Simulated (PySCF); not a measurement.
Computed IR spectrum (relative IR intensity) of a molecule C4H9O, multiplicity 2. The structure is a stationary point at PBE-D3(BJ)/def2-SVP. The values are those of a single conformer. These are PBE-D3(BJ)/def2-SVP (PySCF 2.14.0) values and carry that method's errors. Harmonic, unscaled wavenumbers; measured fundamentals usually lie a few per cent lower.

Lines under 2 % of the strongest are left out, and lines within 2 cm⁻¹ are merged.

```csv
ν (cm⁻¹),relative intensity
226,28
327,8.4
374,100
496,11
580,34
730,3.3
835,6.9
856,7.5
973,4.2
1053,35
1058,4.0
1180,23
1197,44
1231,14
1247,50
1281,41
1309,2.2
1416,22
1419,13
1429,5.1
2936,22
2961,32
2967,41
2999,3.3
3019,12
3045,14
3047,91
3054,30
3729,67
```

**Question.** Which molecule gave these data?
A. CCC[CH]O
B. C[CH]CCO
C. C[CH]COC
D. CC(C)(C)[O]

**Answer.** A, CCC[CH]O
